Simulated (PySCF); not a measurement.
## Input and output

[Bi(NH2)4]− (singlet). PySCF 2.14.0, RKS CAM-B3LYP, Bi def2-SVP with ECP60, N def2-SVP, H def2-SVP; non-relativistic Hamiltonian with scalar-relativistic core potentials where named; density fitting; no spin-orbit coupling. Purpose: singlet excitations, Tamm-Dancoff CAM-B3LYP.

```python
mol = gto.M(atom='''
Bi     0.82959    -0.00000    -0.00000
N      0.08234     1.63356     1.63356
H      0.58917     1.36122     2.50187
H      0.58917     2.50187     1.36122
N     -0.44875    -1.31019     1.31019
H     -1.04739    -0.57833     1.73776
H     -1.04739    -1.73776     0.57833
N      0.08234    -1.63356    -1.63356
H      0.58917    -2.50187    -1.36122
H      0.58917    -1.36122    -2.50187
N     -0.44875     1.31019    -1.31019
H     -1.04739     1.73776    -0.57833
H     -1.04739     0.57833    -1.73776''',
    basis={'Bi': 'def2-SVP', 'N': 'def2-SVP', 'H': 'def2-SVP'},
    ecp={'Bi': 'def2-SVP'},
    charge=-1, spin=0)
mf = dft.RKS(mol, xc='CAMB3LYP')
mf.grids.atom_grid = (50, 194)
mf = mf.density_fit()  # fitting sets: Bi def2-universal-JKFIT, N def2-universal-JKFIT, H def2-universal-JKFIT
mf.conv_tol = 1e-08; mf.max_cycle = 55
mf.kernel(dm0)  # dm0: converged density of the relaxed state
td = mf.TDA(); td.nstates = 8; td.kernel()
```

Run from Python with OMP_NUM_THREADS=2; the lines above give its settings. Where DIIS fails, smearing, a level shift and second-order steps follow.
It took 95 s on 2 threads of Arm Neoverse V2 (shared host), from an already converged density.

Where do the frontier levels lie, over both spins?

HOMO -1.66 eV, LUMO 6.12 eV. 

What are the Mulliken charges and spins?


```json
{"atom": "Bi1", "charge (e)": "0.593", "spin (e)": "0.000"}
{"atom": "N2", "charge (e)": "-0.517", "spin (e)": "0.000"}
{"atom": "H3", "charge (e)": "0.029", "spin (e)": "0.000"}
{"atom": "H4", "charge (e)": "0.029", "spin (e)": "0.000"}
{"atom": "N5", "charge (e)": "-0.492", "spin (e)": "0.000"}
{"atom": "H6", "charge (e)": "0.077", "spin (e)": "0.000"}
{"atom": "H7", "charge (e)": "0.077", "spin (e)": "0.000"}
{"atom": "N8", "charge (e)": "-0.517", "spin (e)": "0.000"}
{"atom": "H9", "charge (e)": "0.029", "spin (e)": "0.000"}
{"atom": "H10", "charge (e)": "0.029", "spin (e)": "0.000"}
{"atom": "N11", "charge (e)": "-0.492", "spin (e)": "0.000"}
{"atom": "H12", "charge (e)": "0.077", "spin (e)": "0.000"}
{"atom": "H13", "charge (e)": "0.077", "spin (e)": "0.000"}
```

Which singlet excitations follow (Tamm-Dancoff, 8 states)?


```
state    eV  oscillator strength
    1  4.66               0.0050
    2  4.76               0.0110
    3  5.20               0.2743
    4  5.38               0.0136
    5  5.96               0.0044
    6  6.16               0.0193
    7  6.22               0.0502
    8  6.30               0.1017
```
For an anion in a basis without diffuse functions, states above the detachment energy aren't bound: they are resonances at best, or continuum confined by the basis.

The geometry was relaxed with BP86 (Bi def2-SVP with ECP60, N def2-SVP, H def2-SVP).
